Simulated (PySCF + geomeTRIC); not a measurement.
The multiplicity is imposed and other spin states were not computed.

Species: [Zn(OCH3)(NH2)] (charge 0, multiplicity 1).

Question: Give a relaxed geometry from PySCF + geomeTRIC with BP86-D3(BJ)/def2-SVP.

Answer: One answer among several that fit: the end point of this relaxation, one of several conformers.
Cartesian coordinates (Å) in one orientation:
```xyz
9

Zn    -0.192    -0.275     0.382
O      0.199     0.997     1.571
C     -0.065     2.365     1.383
H      0.445     2.809     0.490
H      0.306     2.932     2.270
H     -1.154     2.608     1.286
N     -0.455    -1.818    -0.563
H      0.022    -1.812    -1.477
H     -1.450    -1.987    -0.775
```
